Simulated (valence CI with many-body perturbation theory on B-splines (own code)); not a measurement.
Nd LIII: what each term of the Hamiltonian does

Computed by relativistic CI+MBPT: six valence electrons over a frozen Dirac-Fock core [He], radial functions for each j: 9 s, 9 p, 8 d, 6 f, 3 g, 1 h, with the one-electron correlation potential Σ1, the two-electron term Σ2, the three-electron term Σ3, Breit, model QED; selected CI, second order for the rest, scaled by the run's own slope (own B-spline code, finite nucleus).

The last digits are not significant, and no measured levels were compared; by estimate large intervals hold to a few tenths of a per cent, small ones and those within an open d or f shell to about a per cent. Among the levels kept, up to 2400 cm⁻¹ of a level comes from second order outside the variational space, and about a tenth of that is noise between levels of different J, which matters for small intervals.

Each rung adds one term. CI alone is the Dirac-Coulomb CI over the frozen core; QED comes last and gives the full result, which names the levels. Energies are above (2s^2 2p1/2^2 2p3/2^2) J=2 on the same rung, in eV.

Levels are named by their leading jj configuration (3d3/2^4 stands for four electrons in 3d with j = 3/2), which in mixed levels can hold well under half, so a name can repeat and another be missing.

| Level | CI alone |
| --- | --- |
| (2s^2 2p1/2^2 2p3/2^2) J=0 | 40.2 |
| (2s^2 2p1/2 2p3/2^3) J=1 | 541.8 |
| (2s^2 2p1/2 2p3/2^3) J=2 | 563.5 |
| (2s 2p1/2^2 2p3/2^3) J=2 | 845.8 |
| (2s 2p1/2^2 2p3/2^3) J=1 | 907.1 |
| (2s^2 2p3/2^4) J=0 | 1119.5 |
| (2s 2p1/2 2p3/2^4) J=0 | 1396.7 |
| (2s 2p1/2 2p3/2^4) J=1 | 1432.6 |
| (2p1/2^2 2p3/2^4) J=0 | 1785.0 |
| (2s^2 2p1/2^2 2p3/2 3s) J=2 | 5587.2 |
| (2s^2 2p1/2^2 2p3/2 3s) J=1 | 5594.2 |
| (2s^2 2p1/2^2 2p3/2 3p1/2) J=1 | 5675.2 |
| (2s^2 2p1/2^2 2p3/2 3p1/2) J=2 | 5678.1 |
| (2s^2 2p1/2^2 2p3/2 3p3/2) J=3 | 5832.1 |
| (2s^2 2p1/2^2 2p3/2 3p3/2) J=1 | 5831.8 |
| (2s^2 2p1/2^2 2p3/2 3p3/2) J=2 | 5853.3 |

Problem. What do these energies become with core correlation, Breit and QED?

Solution. (2s^2 2p1/2^2 2p3/2^2) J=0 44.5 (+4.27); (2s^2 2p1/2 2p3/2^3) J=1 537.4 (-4.45); (2s^2 2p1/2 2p3/2^3) J=2 555.0 (-8.47); (2s 2p1/2^2 2p3/2^3) J=2 837.5 (-8.36); (2s 2p1/2^2 2p3/2^3) J=1 899.6 (-7.46); (2s^2 2p3/2^4) J=0 1108.9 (-10.60); (2s 2p1/2 2p3/2^4) J=0 1383.8 (-12.96); (2s 2p1/2 2p3/2^4) J=1 1417.4 (-15.17); (2p1/2^2 2p3/2^4) J=0 1770.2 (-14.80); (2s^2 2p1/2^2 2p3/2 3s) J=2 5583.1 (-4.15); (2s^2 2p1/2^2 2p3/2 3s) J=1 5590.3 (-3.90); (2s^2 2p1/2^2 2p3/2 3p1/2) J=1 5671.8 (-3.45); (2s^2 2p1/2^2 2p3/2 3p1/2) J=2 5673.6 (-4.55); (2s^2 2p1/2^2 2p3/2 3p3/2) J=3 5825.2 (-6.89); (2s^2 2p1/2^2 2p3/2 3p3/2) J=1 5825.4 (-6.48); (2s^2 2p1/2^2 2p3/2 3p3/2) J=2 5847.0 (-6.29).

Problem. How does the ionisation energy move along the ladder, and which term matters most?

Solution. CI alone 10298, + Σ1 10298, + Σ2 10298, + Σ3 10298, + Breit 10290, + QED 10289 eV. The largest step is Breit, -9 eV. NIST lists 10288 ± 4 eV (theoretical).
